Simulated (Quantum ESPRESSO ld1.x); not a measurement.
Question: This ld1.x (Quantum ESPRESSO 7.5) run is given with its output. Can the result be used, and if not, why?

```
 &input
    atom='In',
    iswitch=1,
    rel=1,
    lsd=1,
    dft='PZ',
    config='[Kr] 4d10 5s2 5p2',
    verbosity='high',
    prefix='ld1',
    max_out_wfc=37,
    file_charge='ld1.rho',
 /
```

```
     Program LD1 v.7.5 starts

     Message from routine scf:
     warning: convergence not achieved
     --------------------------- All-electron run ----------------------------

     scalar relativistic calculation

     atomic number is 49.00
     dft =PZ   lsd =1 sic =0 latt =0  beta=0.20 tr2=1.0E-14
     Exchange-correlation= PZ
                           (   1   1   0   0   0   0   0)
     mesh =2063 r(mesh) =  99.90100 a.u. xmin = -8.00 dx = 0.00800
     1 Ry =  13.60569312 eV, c = 137.03599908

     n l     nl                  e(Ry)          e(Ha)          e(eV)
     1 0     1S 1( 1.00)   -2037.200838090   -1018.600419045 -27717.5294330
     2 0     2S 1( 1.00)    -304.868366043    -152.434183022  -4147.9454313
     2 1     2P 1( 3.00)    -273.779880201    -136.889940101  -3724.9650333
     3 0     3S 1( 1.00)     -57.596184852     -28.798092426   -783.6360161
     3 1     3P 1( 3.00)     -47.414811975     -23.707405988   -645.1113812
     4 0     4S 1( 1.00)      -8.513837033      -4.256918516   -115.8366540
     4 1     4P 1( 3.00)      -5.469958623      -2.734979312    -74.4225784
     3 2     3D 1( 5.00)     -31.559177500     -15.779588750   -429.3844843
     4 2     4D 1( 5.00)      -1.111537815      -0.555768907    -15.1232424
     5 0     5S 1( 1.00)      -0.391948413      -0.195974207     -5.3327298
     5 1     5P 1( 2.00)       0.001185275       0.000592638      0.0161265
     1 0     1S 2( 1.00)   -2037.199699865   -1018.599849933 -27717.5139466
     2 0     2S 2( 1.00)    -304.868044977    -152.434022488  -4147.9410630
     2 1     2P 2( 3.00)    -273.779176511    -136.889588255  -3724.9554591
     3 0     3S 2( 1.00)     -57.595307330     -28.797653665   -783.6240769
     3 1     3P 2( 3.00)     -47.413849687     -23.706924843   -645.0982886
     4 0     4S 2( 1.00)      -8.512150134      -4.256075067   -115.8137025
     4 1     4P 2( 3.00)      -5.467887180      -2.733943590    -74.3943950
     3 2     3D 2( 5.00)     -31.558343159     -15.779171579   -429.3731325
     4 2     4D 2( 5.00)      -1.104934105      -0.552467052    -15.0333944
     5 0     5S 2( 1.00)      -0.351092843      -0.175546422     -4.7768615
     5 1     5P 2( 0.00)       0.012072855       0.006036427      0.1642596

     final scf error:  4.3E-02 reached in 201 iterations

     Etot =  -11763.996029 Ry,   -5881.998014 Ha, -160057.319866 eV
     Total magnetization:    2.00 Bohr mag.

     Ekin =   12236.627476 Ry,    6118.313738 Ha,  166487.798304 eV
     Encl =  -28452.710821 Ry,  -14226.355410 Ha, -387118.851942 eV
     Eh   =    4760.980192 Ry,    2380.490096 Ha,   64776.435461 eV
     Exc  =    -308.892877 Ry,    -154.446438 Ha,   -4202.701690 eV
```

Answer: No. The cycle did not converge: in the last iteration no bound solution was found for 5p up (the eigenvalue is printed as zero or positive). The species is In- with 50 electrons. In a local or semilocal functional the extra electron of a negative ion sees its own charge, the potential lacks the -1/r tail, and the highest level tends to rise to zero. The printed total energy is meaningless.
